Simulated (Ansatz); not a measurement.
Y₄⁻. The state is a quartet with charge -1. Geometry r2SCAN-D4/def2-SVPD; atoms count from 1.

Cartesian coordinates in Å:
```
Y -0.607 1.232 -0.827
Y 0.608 -1.232 0.826
Y -1.787 0.524 2.091
Y 1.786 -0.524 -2.090
```

In the def2 sets Y takes a core potential; there is no spin–orbit coupling. The charge -1 quartet is spin-contaminated (final ⟨S²⟩ up to 4.97, 3.75 for a pure state). The geometry of the quartet was relaxed on an unsound state (⟨S²⟩ 5.44, where a pure state has 3.75). The structure comes from a short search, and lower isomers may exist.

(1) Estimate the Mulliken populations from the PBE0/def2-TZVPD orbitals of Ansatz.

(2) Where does the spin sit?

(3) And the Mayer bond orders between bonded heavy atoms (over 0.3)?

Answers

(1) 
| atom | charge (e) | spin (α − β) | d electrons |
| --- | --- | --- | --- |
| Y1 | -0.16 | 0.89 | 1.55 |
| Y2 | -0.16 | 0.89 | 1.55 |
| Y3 | -0.32 | 1.27 | 1.45 |
| Y4 | -0.36 | -0.06 | 1.33 |
Mulliken values and Mayer orders depend strongly on the basis. With diffuse functions, as here, like atoms can get unlike values, and bond orders can come out too low or too high.

(2) Summed by element: Y 3.00, of 3 unpaired in all. Largest on single atoms: Y3 1.27, Y2 0.89, Y1 0.89.

(3) Y1–Y2 0.96 (3.21 Å); Y1–Y3 1.51 (3.23 Å); Y1–Y4 1.48 (3.23 Å); Y2–Y3 1.51 (3.23 Å); Y2–Y4 1.48 (3.22 Å).
